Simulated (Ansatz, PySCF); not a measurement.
iodine (I$_{2}$), singlet, geometry from GFN2-xTB (all electrons, no relativity), with bond 2-1 at 1.8 times its length. Base run: CASSCF(4,3)/STO-3G (PySCF).

Input for PySCF:
```python
from pyscf import gto, scf, mcscf
import numpy

mol = gto.Mole()
mol.atom = '''
    I    -0.00000000   -0.00000000   -1.33192123
    I     0.00000000    0.00000000    3.46299520
'''
mol.basis = 'sto-3g'
mol.verbose = 4
mol.build()

mf = scf.RHF(mol)
mf.kernel()
mc = mcscf.CASSCF(mf, 3, 4)
mc.fix_spin_(ss=0.0)
mc.kernel()
occ = numpy.linalg.eigvalsh(mc.fcisolver.make_rdm1(mc.ci, mc.ncas, mc.nelecas))[::-1]
ss = mc.fcisolver.spin_square(mc.ci, mc.ncas, mc.nelecas)[0]
print('natural occupations', occ.round(4), ' <S^2>', round(ss, 4))
```

Programs used: Ansatz (a first-principles code), PySCF; a row that names a program was run with it.

Variants of this job, named by their change:

```tsv
change	ΔE vs base (kcal/mol)	natural occupations	<S^2> of the state	outcome
base	0.000	2.00 1.05 0.95	0.00	converged
code = ansatz	-	-	-	cut at the time limit
solver = newton	0.000	2.00 1.05 0.95	0.00	converged
orbitals = fixed (CASCI)	0.424	2.00 1.05 0.95	0.00	converged
start = MP2 natural orbitals	-	-	-	not converged
state_average = 2 states	-0.419	-	-	converged
orbitals = fixed (CASCI); correction = SC-NEVPT2	-0.030	2.00 1.05 0.95	0.00	converged
active space = 2 electrons, 2 orbitals	0.002	1.05 0.95	0.00	converged
fix_spin_ = off	0.103	2.00 1.00 1.00	2.00	converged
code = ansatz; correction = SC-NEVPT2, all electrons	-0.421	-	-	converged
conv_tol = 1e-5	0.000	2.00 1.05 0.95	0.00	converged
```

Active orbitals are taken around the Fermi level unless the row says otherwise; CASSCF can end in different local minima, and two programs can end on different orbitals. State-averaged rows give the lowest state.

Ansatz warned in this series: the state or the total is in doubt.
